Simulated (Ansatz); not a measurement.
`[OH][Sn-]1[O]C=CC=[O+]1`. Charge 0, multiplicity 1. Sn takes the def2 core potential.

```tsv
atom	x (Å)	y (Å)	z (Å)
O1	-2.3782	-0.0713	-0.5257
Sn2	-1.5608	1.4542	0.4569
O3	-0.3910	0.0361	1.6060
C4	0.5775	-0.6548	1.1847
C5	1.2675	-0.5117	-0.0136
C6	1.0146	0.4849	-0.9492
O7	0.1234	1.3776	-0.9058
H8	-3.3225	0.0068	-0.6765
H9	0.9165	-1.4484	1.8629
H10	2.0806	-1.1960	-0.2126
H11	1.6724	0.5225	-1.8271
```

List the harmonic frequencies (cm⁻¹, unscaled) at PBE0-D4/def2-TZVP in Ansatz. (An estimate is asked.)

Ansatz gave: 74, 105, 188, 191, 232, 251, 316, 384, 416, 520, 582, 732, 801, 929, 1010, 1027, 1052, 1162, 1374, 1418, 1506, 1558, 1693, 3056, 3056, 3232, 3900.

Is this a minimum?

Yes, all 27 modes are real.

Give the ideal-gas thermochemistry at 298.15 K and 1 bar (rigid rotor, harmonic oscillator; point group Cs, symmetry number 1).

Zero-point energy 184.0 kJ/mol; H(298) − E = 208.2 kJ/mol; entropy 382.2 J/(mol·K), of which translation 175.3, rotation 119.9, vibration 87.0; G(298) − E = 94.2 kJ/mol. Modes under 100 cm⁻¹ are hindered rotations or soft bends, so the harmonic entropy is rough.
